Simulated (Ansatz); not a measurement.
The cluster Be₉⁻. Charge -1, multiplicity 2. Geometry PBE0/def2-SVP, that of the neutral singlet; atoms count from 1.

```xyz
9

Be   -0.881    1.716   -0.655
Be   -0.213   -1.179    1.205
Be    1.328   -0.992   -0.376
Be    1.132    1.230   -0.303
Be   -0.409    1.043    1.278
Be   -1.689   -0.145   -0.111
Be    1.453    0.081    1.426
Be   -0.572   -1.797   -0.770
Be   -0.149    0.042   -1.692
```

The structure comes from a short search, and lower isomers may exist.

(1) Estimate the Mulliken populations from the PBE0/def2-TZVPD orbitals of Ansatz.

(2) Where does the spin sit?

(3) And the Mayer bond orders between bonded heavy atoms (over 0.3)?

Answers

(1) 
```json
{"atom": "Be1", "charge (e)": "-0.02", "spin (α − β)": "-0.07"}
{"atom": "Be2", "charge (e)": "-0.16", "spin (α − β)": "0.20"}
{"atom": "Be3", "charge (e)": "-0.16", "spin (α − β)": "0.20"}
{"atom": "Be4", "charge (e)": "-0.16", "spin (α − β)": "0.20"}
{"atom": "Be5", "charge (e)": "-0.16", "spin (α − β)": "0.20"}
{"atom": "Be6", "charge (e)": "-0.16", "spin (α − β)": "0.20"}
{"atom": "Be7", "charge (e)": "-0.02", "spin (α − β)": "-0.07"}
{"atom": "Be8", "charge (e)": "-0.02", "spin (α − β)": "-0.07"}
{"atom": "Be9", "charge (e)": "-0.16", "spin (α − β)": "0.20"}
```
Mulliken values and Mayer orders depend strongly on the basis. With diffuse functions, as here, like atoms can get unlike values, and bond orders can come out too low or too high.

(2) Summed by element: Be 1.00, of 1 unpaired in all. Largest on single atoms: Be5 0.20, Be3 0.20, Be9 0.20.

(3) Be1–Be4 0.48 (2.10 Å); Be1–Be5 0.48 (2.10 Å); Be1–Be6 0.48 (2.10 Å); Be1–Be9 0.48 (2.10 Å); Be2–Be3 0.45 (2.22 Å); Be2–Be5 0.60 (2.23 Å); Be2–Be6 0.60 (2.23 Å); Be2–Be7 0.48 (2.10 Å); Be2–Be8 0.48 (2.10 Å); Be3–Be4 0.60 (2.23 Å); Be3–Be7 0.48 (2.10 Å); Be3–Be8 0.48 (2.10 Å); Be3–Be9 0.60 (2.23 Å); Be4–Be5 0.45 (2.22 Å); Be4–Be7 0.48 (2.10 Å); Be4–Be9 0.60 (2.23 Å); Be5–Be6 0.60 (2.23 Å); Be5–Be7 0.48 (2.10 Å); Be6–Be8 0.48 (2.10 Å); Be6–Be9 0.45 (2.22 Å); Be8–Be9 0.48 (2.10 Å). Values over 0.3 also appear between atoms too far apart for a bond (Be1–Be2 0.30 at 3.51 Å; Be1–Be3 0.30 at 3.51 Å; Be1–Be7 0.36 at 3.53 Å; Be1–Be8 0.36 at 3.53 Å; Be2–Be4 0.39 at 3.14 Å; Be2–Be9 0.39 at 3.14 Å; Be3–Be5 0.39 at 3.14 Å; Be3–Be6 0.39 at 3.14 Å); they arise where an orbital or an unpaired electron spreads over both atoms.
